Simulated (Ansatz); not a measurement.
**From CHBr3 to CHI3: predicting a member**

On one C centre that keeps H, n of the Br ligands are replaced by I. The HOMO–LUMO gap y in eV at wB97M-V/def2-TZVPP. Shapes, held fixed at every level: PBE0-D4/def2-TZVP. Programs: Ansatz 0.2.0.

| molecule | n | y (eV) |
| --- | --- | --- |
| CHBr3 | 0 | 10.63 |
| CHBr2I | 1 | ? |
| CHBrI2 | 2 | 9.04 |
| CHI3 | 3 | 8.62 |

Problem. Fit y = c + s·n to the known rows and predict CHBr2I.

Solution. 
1. Means of the 3 rows: n = 1.66667, y = 9.430.
2. Σ(Δn)² = 4.6667, Σ(Δn·Δy) = -3.21, so the slope is -3.21/4.6667 = -0.68785.
3. Intercept: 9.430 − (-0.68785) × 1.66667 = 10.576. The largest residual of the fit is 0.16.
4. CHBr2I: 10.576 + (-0.68785) × 1 = 9.89 eV.

The run gave 9.61 eV, so the prediction is off by +0.28 eV, more than the scatter of the fit. The step per swap changes from -1.02 to -0.42 eV along the series, so a line misses the bend. Other levels give for CHBr2I: B3LYP-D4/def2-TZVPP 4.95; PBE0-D4/def2-TZVPP 5.43 eV. Orbital gaps aren't excitation energies, and the LUMO depends on the basis. For atoms past krypton def2 sets carry core potentials with scalar relativity. Relativity is left out for Br unless named.
